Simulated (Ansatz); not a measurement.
# Br⁻ ··· SiH$_{3}$F

The pair of Br⁻ (SMILES [Br-], atom 1) and SiH$_{3}$F (SMILES [SiH3]F, atoms 2–6), both closed shells, in one local arrangement (a lower one may exist), relaxed at PBE0-D4/def2-TZVPD:

Br1  (-0.376, -0.816, -2.299)
Si2  (0.043, 0.094, 0.265)
F3  (0.299, 0.647, 1.825)
H4  (-1.415, 0.345, 0.190)
H5  (0.501, -1.302, 0.460)
H6  (0.948, 1.032, -0.441)
(Å)

Program: Ansatz 0.2.0. Basis: def2-TZVPPD, with def2-QZVPPD for the basis limit. Cores are frozen in the correlated methods. Filled d shells of the heavier atoms are correlated. The def2 sets are not built for correlating such inner shells, so the correlated values are less sure here. B3LYP uses VWN-RPA correlation. Extrapolation: Hartree–Fock as exp(−7.88 √X), correlation as X^−2.97. Interaction energies count from these two fragments, frozen as in the pair, with the counterpoise correction; negative means bound.

(1) What is the interaction energy by CCSD(T) at an estimated basis limit (MP2 extrapolated from triple and quadruple zeta, plus CCSD(T) − MP2 in triple zeta)? (Judge from chemistry; the value comes from the calculation.)

(2) Which atoms make the shortest contact between the fragments?

The T1 diagnostic stays at or below 0.013.

Results:

(1) Computed: -24.47 kcal/mol. Hartree–Fock alone gives -16.20 kcal/mol at the basis limit. It counts from the two fragments frozen as in the pair.

The same quantity by other methods in triple zeta, and each one's difference from that estimate:
| method | E_int (kcal/mol) | difference |
| --- | --- | --- |
| PBE-D4 | -25.54 | -1.07 |
| revPBE-D4 | -24.57 | -0.11 |
| BLYP-D4 | -22.04 | 2.43 |
| r2SCAN-D4 | -24.93 | -0.47 |
| B97M-V | -23.74 | 0.73 |
| PBE0-D4 | -25.67 | -1.20 |
| B3LYP-D4 | -22.80 | 1.66 |
| HSE06-D4 | -25.67 | -1.21 |
| wB97X-V | -23.81 | 0.65 |
| wB97M-V | -24.35 | 0.11 |
| B2PLYP | -21.30 | 3.17 |
| HF | -16.04 | 8.43 |
| MP2 | -22.86 | 1.61 |
| CCSD | -21.40 | 3.07 |
| CCSD(T) | -22.24 | 2.23 |
Differences are method less estimate.

(2) Br1 and Si2, 2.75 Å apart.

Energy to bend the free fragments (PBE0-D4 minima) into their shapes in the pair, CCSD(T)/def2-TZVPPD: SiH$_{3}$F 8.51 kcal/mol. This must be added to the interaction energy to get the binding energy from relaxed fragments.

Basis-set superposition shift (counterpoise-corrected less uncorrected): CCSD(T) 2.07; MP2 2.01; HF 0.19; PBE0-D4 0.22; wB97M-V 0.19 kcal/mol.

For scale, one of the runs: CCSD(T)/def2-TZVPPD, 196 basis functions, launched by `ansatz run in.yaml --threads 4 --pin off --events-out ev --progress --plain --max-ram 9574MiB`. The run took 28 s on 4 CPU threads of an Intel Xeon Platinum 8488C (shared host), with 2.3 GiB of host memory at its peak.
